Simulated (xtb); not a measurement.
C₄H₃S (SMILES [c]1ccsc1), doublet, geometry from GFN2-xTB, atoms displaced at random by about 0.1 Å a coordinate; GFN2-xTB (xtb).

The xtb input:
```
$ xtb mol.xyz --gfn 2 --uhf 1 --opt lax --json

# file mol.xyz
8

S      0.01346448     0.00304148     1.11336306
C      0.00001142     1.42447929     0.04320841
C     -0.06333036    -1.15650936    -0.11815931
C     -0.08060632     0.84839039    -1.30030358
C      0.14333198    -0.76123059    -1.35231096
H      0.06883653     2.20044339     0.29399757
H      0.02450788    -2.23725517     0.03760937
H      0.02878006    -1.50840950    -2.36410698
```

Task: Write the output that xtb gives for this input, abridged.

Result: 
```
   ID    Z sym.   atoms
    1   16 S      1
    2    6 C      2-5
    3    1 H      6-8

           -------------------------------------------------
          |                Calculation Setup                |
           -------------------------------------------------

           -------------------------------------------------
          |                 G F N 2 - x T B                 |
           -------------------------------------------------

          ...................................................
          :                      SETUP                      :
          :.................................................:
          :  # basis functions                  29          :
          :  # atomic orbitals                  28          :
          :  # shells                           14          :
          :  # electrons                        25          :
          :  max. iterations                   250          :
          :  Hamiltonian                  GFN2-xTB          :
          :  restarted?                      false          :
          :  GBSA solvation                  false          :
          :  PC potential                    false          :
          :  electronic temp.          300.0000000     K    :
          :  accuracy                    1.0000000          :
          :  -> integral cutoff          0.2500000E+02      :
          :  -> integral neglect         0.1000000E-07      :
          :  -> SCF convergence          0.1000000E-05 Eh   :
          :  -> wf. convergence          0.1000000E-03 e    :
          :  Broyden damping             0.4000000          :
          :  net charge                          0          :
          :  unpaired electrons                  1          :
          ...................................................

 iter      E             dE          RMSdq      gap      omega  full diag
   1    -13.3032395 -0.133032E+02  0.552E+00    2.91       0.0  T
   2    -13.3046338 -0.139430E-02  0.360E+00    2.49       1.0  T
   3    -13.2433758  0.612580E-01  0.277E+00    3.36       1.0  T
   4    -13.3120487 -0.686730E-01  0.918E-01    2.66       1.0  T
   5    -13.3161353 -0.408661E-02  0.360E-01    2.77       1.0  T
   6    -13.3165099 -0.374557E-03  0.125E-01    2.76       1.0  T
   7    -13.3165355 -0.256146E-04  0.596E-02    2.76       1.0  T
   8    -13.3165425 -0.698375E-05  0.366E-02    2.76       1.0  T
   9    -13.3165465 -0.398470E-05  0.825E-03    2.76       4.3  T
  10    -13.3165465 -0.625006E-07  0.341E-03    2.76      10.4  T
  11    -13.3165466 -0.422790E-07  0.753E-04    2.76      47.0  T
  12    -13.3165466 -0.120184E-08  0.103E-04    2.76     342.0  T

   *** convergence criteria satisfied after 12 iterations ***

         :::::::::::::::::::::::::::::::::::::::::::::::::::::
         ::                     SUMMARY                     ::
         :::::::::::::::::::::::::::::::::::::::::::::::::::::
         :: total energy             -13.062534437947 Eh    ::
         :: gradient norm              0.674747046241 Eh/a0 ::
         :: HOMO-LUMO gap              2.764002182237 eV    ::
         ::.................................................::
         :: SCC energy               -13.316545573565 Eh    ::
         :: -> isotropic ES           -0.000712424670 Eh    ::
         :: -> anisotropic ES          0.000742284556 Eh    ::
         :: -> anisotropic XC          0.008436200053 Eh    ::
         :: -> dispersion             -0.005584329392 Eh    ::
         :: repulsion energy           0.254011135618 Eh    ::
         :: add. restraining           0.000000000000 Eh    ::
         :: total charge              -0.000000000000 e     ::
         :::::::::::::::::::::::::::::::::::::::::::::::::::::

      -----------------------------------------------------------
     |                   =====================                   |
     |                        A N C O P T                        |
     |                   =====================                   |
     |               Approximate Normal Coordinate               |
     |                Rational Function Optimizer                |
      -----------------------------------------------------------
      -----------------------------------------------------------
     |                   =====================                   |
     |                        A N C O P T                        |
     |                   =====================                   |
     |               Approximate Normal Coordinate               |
     |                Rational Function Optimizer                |
      -----------------------------------------------------------

          ...................................................
          :                      SETUP                      :
          :.................................................:
          :   optimization level               lax          :
          :   max. optcycles                   200          :
          :   ANC micro-cycles                  20          :
          :   degrees of freedom                18          :
          :.................................................:
          :   RF solver                   davidson          :
          :   write xtbopt.log                true          :
          :   linear?                        false          :
          :   energy convergence         0.2000000E-04 Eh   :
          :   grad. convergence          0.2500000E-02 Eh/α :
          :   maxmium RF displ.          1.0000000          :
          :   Hlow (freq-cutoff)         0.1000000E-01      :
          :   Hmax (freq-cutoff)         5.0000000          :
          :   S6 in model hess.         20.0000000          :
          ...................................................

generating ANC from exact Hessian ...
Using Lindh-Hessian (1995)
 Shifting diagonal of input Hessian by    0.0000000000000000
 Lowest  eigenvalues of input Hessian
[...]
 * total energy  :   -13.0625344 Eh     change       -0.4135003E-10 Eh
 * total energy  :   -13.1813278 Eh     change       -0.1187934E+00 Eh
 * total energy  :   -13.2044871 Eh     change       -0.2315931E-01 Eh
 * total energy  :   -13.2054883 Eh     change       -0.1001174E-02 Eh
 * total energy  :   -13.2053692 Eh     change        0.1190771E-03 Eh
 * total energy  :   -13.2058803 Eh     change       -0.5111248E-03 Eh
 * total energy  :   -13.2059157 Eh     change       -0.3538108E-04 Eh
 * total energy  :   -13.2059567 Eh     change       -0.4100252E-04 Eh
 * total energy  :   -13.2059551 Eh     change        0.1614051E-05 Eh
 * total energy  :   -13.2059663 Eh     change       -0.1118734E-04 Eh
   *** GEOMETRY OPTIMIZATION CONVERGED AFTER 10 ITERATIONS ***
[...]
         ::                     SUMMARY                     ::
         :::::::::::::::::::::::::::::::::::::::::::::::::::::
         :: total energy             -13.205966282104 Eh    ::
         :: gradient norm              0.000861547163 Eh/a0 ::
         :: HOMO-LUMO gap              2.756831090277 eV    ::
         ::.................................................::
         :: SCC energy               -13.411237051014 Eh    ::
         :: -> isotropic ES            0.000417532357 Eh    ::
         :: -> anisotropic ES          0.000246875206 Eh    ::
         :: -> anisotropic XC          0.008092544745 Eh    ::
         :: -> dispersion             -0.005619057083 Eh    ::
         :: repulsion energy           0.205270768910 Eh    ::
         :: add. restraining           0.000000000000 Eh    ::
         :: total charge               0.000000000001 e     ::
         :::::::::::::::::::::::::::::::::::::::::::::::::::::

           -------------------------------------------------
          |                Property Printout                |
           -------------------------------------------------

    * Orbital Energies and Occupations

         #    Occupation            Energy/Eh            Energy/eV
      -------------------------------------------------------------
         1        2.0000           -0.7330052             -19.9461
         2        2.0000           -0.6463122             -17.5871
         3        2.0000           -0.6160292             -16.7630
         4        2.0000           -0.5733273             -15.6010
         5        2.0000           -0.5513899             -15.0041
         6        2.0000           -0.5242519             -14.2656
         7        2.0000           -0.4855268             -13.2119
         8        2.0000           -0.4797413             -13.0544
         9        2.0000           -0.4716356             -12.8339
        10        2.0000           -0.4619343             -12.5699
        11        2.0000           -0.4003818             -10.8949
        12        2.0000           -0.3985173             -10.8442
        13        1.0000           -0.3500046              -9.5241 (HOMO)
        14                         -0.2486929              -6.7673 (LUMO)
        15                         -0.1994571              -5.4275
        16                         -0.1635045              -4.4492
        17                         -0.1190623              -3.2399
        18                         -0.0004538              -0.0123
        19                          0.0224253               0.6102
        20                          0.0319290               0.8688
        21                          0.1267962               3.4503
        22                          0.1806894               4.9168
        23                          0.2015635               5.4848
        24                          0.2905071               7.9051
       ...                                ...                  ...
        28                          0.6866332              18.6842
      -------------------------------------------------------------
                  HL-Gap            0.1013117 Eh            2.7568 eV
             Fermi-level           -0.3367737 Eh           -9.1641 eV

     #   Z          covCN         q      C6AA      α(0)
     1  16 S        2.335    -0.029   142.258    20.074
     2   6 C        2.922    -0.017    28.443     8.746
     3   6 C        2.969    -0.018    28.463     8.751
     4   6 C        2.273    -0.054    31.297     9.072
     5   6 C        3.082    -0.033    28.739     8.789
     6   1 H        0.927     0.055     2.254     2.348
     7   1 H        0.926     0.049     2.331     2.388
     8   1 H        0.926     0.048     2.342     2.393

 Mol. C6AA /au·bohr⁶  :       1450.822143
 Mol. C8AA /au·bohr⁸  :      46442.961980
 Mol. α(0) /au        :         62.560876

Wiberg/Mayer (AO) data.
largest (>0.10) Wiberg bond orders for each atom

 ---------------------------------------------------------------------------
     #   Z sym  total        # sym  WBO       # sym  WBO       # sym  WBO
 ---------------------------------------------------------------------------
     1  16 S    2.611 --     3 C    1.192     2 C    1.064     4 C    0.214
                             5 C    0.106
     2   6 C    3.941 --     4 C    1.753     1 S    1.064     6 H    0.967
                             3 C    0.127
     3   6 C    3.949 --     5 C    1.613     1 S    1.192     7 H    0.966
                             2 C    0.127
     4   6 C    3.316 --     2 C    1.753     5 C    1.278     1 S    0.214
     5   6 C    3.985 --     3 C    1.613     4 C    1.278     8 H    0.962
                             1 S    0.106
     6   1 H    0.997 --     2 C    0.967
     7   1 H    0.998 --     3 C    0.966
     8   1 H    0.998 --     5 C    0.962
 ---------------------------------------------------------------------------

Topologies differ in total number of bonds
Writing topology from bond orders to xtbtopo.mol

molecular dipole:
                 x           y           z       tot (Debye)
 q only:       -0.000      -0.113      -0.005
   full:        0.001      -0.172      -0.183       0.638
molecular quadrupole (traceless):
                xx          xy          yy          xz          yz          zz
 q only:       -1.038      -0.007       1.717      -0.002       0.918      -0.679
  q+dip:       -2.391      -0.012       3.844      -0.011       2.070      -1.453
   full:       -1.461      -0.010       3.469      -0.000       1.590      -2.007

optimized geometry written to: xtbopt.xyz

           -------------------------------------------------
          | TOTAL ENERGY              -13.205966282104 Eh   |
          | GRADIENT NORM               0.000861547163 Eh/α |
          | HOMO-LUMO GAP               2.756831090277 eV   |
           -------------------------------------------------
```
